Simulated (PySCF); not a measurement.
C₄H₇O₂, SMILES C1OC[CH]OC1, multiplicity 2. Atoms are numbered in the order given.

```xyz
13

C      0.5831     1.2721     0.1040
C      1.4006     0.0474    -0.1710
O      0.6330    -0.9945    -0.7480
C     -0.5244    -1.2433     0.0187
C     -1.3909     0.0047     0.0839
O     -0.6632     1.1049     0.6275
H      1.0676     2.1866     0.4586
H      1.8660    -0.3297     0.7749
H      2.2237     0.2822    -0.8636
H     -1.0741    -2.0664    -0.4631
H     -0.2510    -1.5621     1.0469
H     -1.7330     0.2667    -0.9338
H     -2.2678    -0.1459     0.7307
```
Charge 0, spin multiplicity 2.

Geometry optimised at B3LYP-D3(BJ)/def2-SVP. The isomer is the one that the SMILES or the coordinates give; other isomers of the formula were not compared. The values are those of a single conformer.

Computed with PBE/pcH-1 (PySCF).

Unrestricted Kohn–Sham, ⟨S²⟩ = 0.753. Hyperfine tensors hold the contact and dipolar terms, without spin-orbit corrections.

### Question
Estimate the hyperfine couplings. (An estimate is asked for; the answer gives what the named calculation found.)

### Answer

```csv
nucleus,A(iso) (MHz),A(iso) (G),dipolar principal values (MHz)
13C no. 1,142.4,50.8,"-70.1, -69.4, 139.5"
13C no. 2,-15.7,-5.6,"-3.8, -2.7, 6.5"
17O no. 3,-9.9,-3.5,"-2.6, 0.8, 1.8"
13C no. 4,9.3,3.3,"-1.1, -0.2, 1.3"
13C no. 5,7.9,2.8,"-2.2, -1.0, 3.3"
17O no. 6,-10.9,-3.9,"-63.3, 30.5, 32.8"
1H no. 7,-40.5,-14.4,"-30.7, -2.7, 33.5"
1H no. 8,113.6,40.5,"-5.3, -1.7, 7.0"
1H no. 9,26.5,9.4,"-6.3, -4.0, 10.4"
1H no. 10,-0.9,-0.3,"-1.4, -1.3, 2.7"
1H no. 11,-0.7,-0.2,"-2.5, -1.4, 3.9"
1H no. 12,12.2,4.4,"-4.6, -3.0, 7.5"
1H no. 13,-2.3,-0.8,"-3.3, -2.6, 5.9"
```
